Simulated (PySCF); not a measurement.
Where the electron goes

Compound: C₅H₈S₂Si.
Geometry (GFN2-xTB, Å), atoms numbered from 1 in this order:
```xyz
16
C5H8S2Si angstrom
C      2.7008    1.4759   -0.5159
C      2.6192    0.4093    0.0232
C      2.4573   -0.8926    0.6080
S      1.5416   -2.0367   -0.5177
Si    -0.2914   -0.9802   -0.7907
S     -0.8886   -0.2165    1.1317
C     -2.3988    0.6157    0.8272
C     -3.0682    0.6987   -0.3078
H      2.8036    2.4222   -0.9565
H      1.9002   -0.8368    1.5442
H      3.4227   -1.3703    0.7752
H     -0.1046    0.1439   -1.6961
H     -1.2222   -1.9910   -1.2563
H     -2.7505    1.0832    1.7342
H     -3.9926    1.2483   -0.3525
H     -2.7362    0.2357   -1.2203
```

Method: TDDFT B3LYP/def2-SVPD, vertical, gas phase, core orbitals frozen in the response (PySCF 2.14.0, density-fitted response routines).

Kohn–Sham orbitals with the atoms that hold most of them (Löwdin shares over 4%, at most four atoms; ? is withheld):

```csv
orbital,ε (eV),atoms
HOMO-3,-7.96,"C1 39%, C2 38%, C3 8%"
HOMO-2,-7.80,"C1 35%, C2 32%, S4 14%, C3 7%"
HOMO-1,-7.00,?
HOMO,-6.47,?
LUMO,-0.72,"S4 34%, Si5 15%, C3 14%, C1 8%"
LUMO+1,-0.47,"C7 22%, C8 20%, S4 12%, S6 11%"
LUMO+2,-0.36,"C7 18%, S6 17%, S4 15%, C8 14%"
```

Q: Which atoms hold the HOMO-1, and with what shares?

A: S4 (bonded to C and Si) 67%; Si5 (bonded to 2 S and 2 H) 8%; C3 (bonded to C, S and 2 H) 7%; C2 (bonded to 2 C) 5%. By element: sulfur 67% or more, carbon 12% or more, silicon 8%.

Q: Give the leading atoms of the HOMO.

A: S6 (bonded to C and Si) 47%; C8 (bonded to C and 2 H) 22%; C7 (bonded to C, S and H) 17%; Si5 (bonded to 2 S and 2 H) 5%. By element: sulfur 47% or more, carbon 40% or more, silicon 5%.

Q: The HOMO–LUMO gap is 5.75 eV. Where does the response calculation put the lowest singlet, and from which orbitals?

A: S1 is at 4.94 eV (f = 0.0023), 0.81 eV below the gap, made of HOMO→LUMO (87%). 

Q: Give energy, strength and leading configuration of S1 and S3, and follow the Löwdin shares of the leading atoms from the occupied to the empty orbital.

A: 
- S1 (4.94 eV, f 0.0023), HOMO→LUMO (87%): S6 47% → at most 8%, C8 22% → at most 8%, S4 at most 5% → 34%, Si5 5% → 15%
- S3 (5.16 eV, f 0.0062), HOMO-1→LUMO (79%): S4 67% → 34%, Si5 8% → 15%

One conformer stands for the species.
